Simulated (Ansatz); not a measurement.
CF, SMILES [C]F (connectivity only; charge and spin as stated), charge +1, multiplicity 1.

The structure is a stationary point at PBE0-D3(BJ)/def2-TZVPD.

Two levels are set side by side: PBE/def2-TZVPD (Ansatz, a first-principles code) and CAM-B3LYP/def2-TZVPD (Ansatz). Energy differences of separate SCF runs at the same geometry; the states with an electron removed or added have multiplicity 2 and 2. Differences are taken from unrounded values.

| quantity | CAM-B3LYP | PBE | PBE minus CAM-B3LYP |
|---|---|---|---|
| vertical ionisation energy (eV) | 25.99 | 25.59 | -0.40 |
| vertical electron affinity (eV) | 9.05 | 8.79 | -0.26 |
| vertical singlet–triplet gap (eV) | 4.68 | 4.59 | -0.09 |
